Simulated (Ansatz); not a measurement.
Consider the atomization: `C/[C]([GaH2])=C\[S][AlH2]` → Al• + 3 C• + Ga• + 8 H• + S•.

Computed with Ansatz on PBE0-D4/def2-TZVP structures; ΔE is electronic, products minus reactants. CCSD(T)/CBS adds triple-zeta CCSD(T) − MP2 to the extrapolated MP2 energy (def2 sets, frozen cores). This one scheme is used for every species, atoms too. DFT in def2-TZVPP. Open shells (•) are unrestricted, without spin–orbit coupling. Spin–orbit coupling would lower the free atoms: a little for Al, C, S; clearly for Ga. Bonds to Ga are less sure, by a few kJ/mol each and by 10 to 20 or more in all where they break to atoms, as the def2 sets lack core-valence functions. Scalar relativity is left out up to krypton. One conformer a species, not always the lowest.

Task: What is ΔE at CCSD(T)/CBS? (An estimate is asked.)

Result: Computed: +1135.0 kcal/mol.

Task: What do these levels give: LDA (SPW92), B97M-V, r2SCANh-D4, CAM-B3LYP-D4, ωB97X-V, PBE, revPBE, r2SCANh, BHLYP, LC-ωPBE, CCSD(T)/def2-TZVPP, SCS-MP2/def2-QZVPP? (Estimate.)

Result: Ansatz gave: LDA (SPW92) 1290.2, B97M-V 1147.6, r2SCANh-D4 1135.0, CAM-B3LYP-D4 1132.6, ωB97X-V 1137.6, PBE 1140.3, revPBE 1099.6, r2SCANh 1132.2, BHLYP 1090.9, LC-ωPBE 1127.9, CCSD(T)/def2-TZVPP 1108.6, SCS-MP2/def2-QZVPP 1134.5 kcal/mol.

Largest T1 diagnostic among the species: 0.018.

From r2SCAN to r2SCAN0 (25 % exact exchange), in def2-TZVPP and without D4, ΔE moves by −14.6 kcal/mol: exact exchange takes away binding that semilocal exchange gives to molecules. Leaving LDA and LC-ωPBE aside and taking each functional with its dispersion term where it has one, the values, not all of them listed here, spread over 46.0 kcal/mol, from BHLYP-D4 to PBE-D4. LDA lies +150.0 kcal/mol from PBE without D4, its usual overbinding. The D4 term adds +16.6 kcal/mol with B3LYP and +8.8 kcal/mol with PBE0; it sums over pairs of atoms, weighted by their polarisabilities, and B3LYP, whose exchange is more repulsive, gets the larger term.

B3LYP here is the variant with VWN-RPA as its local correlation; programs differ in this.

For atomizations the MP2-based limit and the directly extrapolated one differ by several kJ/mol either way, and by 10 to 25 for some Ge, Se and Sn compounds, so smaller differences from it don't rank the levels.
